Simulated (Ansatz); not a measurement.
Reaction (formal hydrolysis of a C–Si bond): `NC([SiH3])S[SiH3]` + H₂O → `NC(O)S[SiH3]` + SiH₄

Program: Ansatz. Geometries: PBE0-D4/def2-TZVP. ΔE: electronic, gas phase. CCSD(T)/CBS adds triple-zeta CCSD(T) − MP2 to the extrapolated MP2 energy (def2 sets, frozen cores). This one scheme is used for every species. DFT in def2-TZVPP. One conformer a species, not always the lowest.

```tsv
level	ΔE (kcal/mol)
ωB97M-V	8.6
r2SCAN	8.1
```

(1) What does CCSD(T)/CBS give? (Estimate.)

Largest T1 diagnostic among the species: 0.012.

## Answers

(1) Computed: +11.0 kcal/mol. The listed levels differ from it by -2.4, -2.9 kcal/mol.

In def2-TZVPP, CCSD(T) changes the Hartree–Fock value by +4.8 kcal/mol (the triples alone add +0.5 kcal/mol) and MP2 by +6.8 kcal/mol. The D4 term adds +2.4 kcal/mol with B3LYP and +1.4 kcal/mol with PBE0; it sums over pairs of atoms, weighted by their polarisabilities, and B3LYP, whose exchange is more repulsive, gets the larger term.

B3LYP here is the variant with VWN-RPA as its local correlation; programs differ in this.
